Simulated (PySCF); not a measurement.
B²⁺: ionisation energy

B²⁺ [He] 2s1 (2S) → B³⁺ 1s2 (1S), as a difference of total energies. All numbers are calculated (PySCF 2.14, the non-relativistic Hamiltonian (point nucleus), in dyall-acv3z (15s9p4d2f, 76 functions)). Correlated levels: valence and next inner shell: nothing frozen; virtual orbitals above 40 to 60 times the deepest correlated orbital energy dropped. The calculations carry no spin-orbit coupling.

```csv
method,ionisation energy (eV)
UHF,37.819
MP2 (valence and next inner shell),37.901
SCS-MP2 (valence and next inner shell),37.892
CCSD (valence and next inner shell),37.910
CCSD(T) (valence and next inner shell),37.910
```

Question: How much does correlation contribute at CCSD(T) (valence and next inner shell)?

Answer: 37.910 − (37.819) = 0.091 eV, measured against UHF.

Errors of the correlated levels include the incompleteness of this basis.

For comparison: 37.931 eV (measured; NIST Atomic Spectra Database, ionization energies).
